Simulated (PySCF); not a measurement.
Molecule: C3H2F5, net charge 0, doublet state. It need not be the lowest isomer of its formula. SMILES: F[C](F)CC(F)(F)F
Structure (B3LYP-D3(BJ)/def2-TZVP (Ansatz) minimum search):
```
C
H 1 1.0886
H 1 1.0959 2 108.62
C 1 1.4954 2 108.56 3 -120.14
F 4 1.3315 1 115.87 2 166.84
F 4 1.3346 5 110.13 1 131.70
C 1 1.5169 2 107.70 3 116.61
F 7 1.3432 1 112.28 2 -179.37
F 7 1.3442 8 107.63 1 123.48
F 7 1.3477 8 107.50 9 115.52
```
Charge 0, spin multiplicity 2.

Dispersion corrections to the total energy (kcal/mol) from the dftd3 and dftd4 libraries through PySCF: D3(BJ) without and D4 with the three-body term, each with the damping fitted for the functional named.

```csv
functional,D3(BJ),D4
PBE,-4.07,[?]
revPBE,-10.70,-15.46
PBE0,-3.42,-3.63
PW6B95,-1.82,[?]
BLYP,-8.48,-9.82
LC-wPBE,[?],-4.77
TPSSh,-4.58,-5.36
```

What belongs in the gaps?


- PBE, D4: -4.35
- PW6B95, D4: -3.73
- LC-wPBE, D3(BJ): -3.62
